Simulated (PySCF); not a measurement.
A calculated (wB97X, PySCF 2.14, aug-cc-pVTZ-DK, the spin-free X2C one-electron Hamiltonian (Gaussian nucleus)) atom or ion has these occupied shells.

```json
{"shell": "1s α", "electrons": "1", "orbital energy (eV)": "-394.86", "rms radius, mean of both spins (bohr)": "0.266"}
{"shell": "1s β", "electrons": "1", "orbital energy (eV)": "-393.71", "rms radius, mean of both spins (bohr)": "0.266"}
{"shell": "2s α", "electrons": "1", "orbital energy (eV)": "-25.567", "rms radius, mean of both spins (bohr)": "1.49"}
{"shell": "2s β", "electrons": "1", "orbital energy (eV)": "-19.545", "rms radius, mean of both spins (bohr)": "1.49"}
{"shell": "2p α", "electrons": "3", "orbital energy (eV)": "-12.677", "rms radius, mean of both spins (bohr)": "1.61"}
```

**Question.** Name the element and its charge.

**Answer.** N (nitrogen, neutral), in [He] 2s2 2p3, high-spin 4S determinant.
